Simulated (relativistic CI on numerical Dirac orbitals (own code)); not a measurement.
# Pm⁶⁰⁺: sensitivity of the levels to the model

Base calculation: Dirac-Coulomb-Breit CI, KLI orbitals optimised for each configuration, model QED (radiative potential, 1s self-energy scaled to tabulated hydrogen-like ionisation energies).

Configuration list: 1s, 2s, 2p, 3s, 3p, 3d, 4s, 4p, 4d, 4f, 5s, 5p, 5d, 5f, 5g, 6s, 6p, 6d. Levels of other configurations are missing.

Variants: (1) QED terms removed; (2) non-relativistic limit. Shifts of the energy above 1s ²S1/2, in eV, for the lowest level and the first level of each name with at least 55 % of one term (blank where a level changes its place among those of its configuration and J or its character, or is not in the variant):

```tsv
Level	Base	Δ(1)	Δ(2)
1s ²S1/2	0.0	0.0	0.0
2p ²P°1/2	39813.2	+64.7	-1845.4
2s ²S1/2	39824.4	+54.4	-1856.4
2p ²P°3/2	40530.6	+63.7	-2562.9
3p ²P°1/2	47412.8	+65.2	-2413.6
3s ²S1/2	47416.2	+62.1	-2416.9
3d ²D3/2	47625.7	+65.4	-2626.5
3p ²P°3/2	47626.2	+64.9	-2627.0
3d ²D5/2	47690.0	+65.2	-2690.7
4p ²P°1/2	50042.5	+65.3	-2582.2
4s ²S1/2	50043.9	+64.0	-2583.6
4d ²D3/2	50131.9	+65.4	-2671.6
4p ²P°3/2	50132.1	+65.2	-2671.8
4f ²F°5/2	50159.0	+65.4	-2698.8
4d ²D5/2	50159.1	+65.3	-2698.9
4f ²F°7/2	50172.3	+65.3	-2712.1
5p ²P°1/2	51246.9	+65.3	-2647.6
5s ²S1/2	51247.6	+64.7	-2648.3
5d ²D3/2	51292.5	+65.4	-2693.1
5p ²P°3/2	51292.6	+65.3	-2693.2
5f ²F°5/2	51306.4	+65.4	-2707.0
5d ²D5/2	51306.4	+65.3	-2707.1
```
